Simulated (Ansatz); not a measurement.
Basis-set extrapolation for C₂H₃BF₂ (`C=CB(F)F`) (PBE0-D4/def2-TZVP geometry, frozen core, Ansatz). Multiplicity 1, RHF reference.

|  | def2-TZVPP | def2-QZVPP |
| --- | --- | --- |
| HF | -301.293900 | -301.307265 |
| MP2 correlation | -0.904753 | -0.979994 |
| CCSD(T) correlation | -0.960310 | not run |

Energies in hartree. Use E(X) = E(∞) + A·exp(−7.88·√X) for Hartree–Fock and E(X) = E(∞) + B·X^(−2.97) for correlation, with X = 3 and 4, and add CCSD(T) minus MP2 of the smaller set to the MP2 limit.

Question: What is the CCSD(T) energy at the basis-set limit?

Answer: HF limit: -301.307265 + (-0.013365) × 0.13774 = -301.30911. MP2 limit: -0.979994 + (-0.075241) × 0.74074 = -1.03573. Higher-order term: -0.960310 − (-0.904753) = -0.05556. Total: -302.40040 hartree, 383.8 kJ/mol below CCSD(T)/def2-TZVPP.
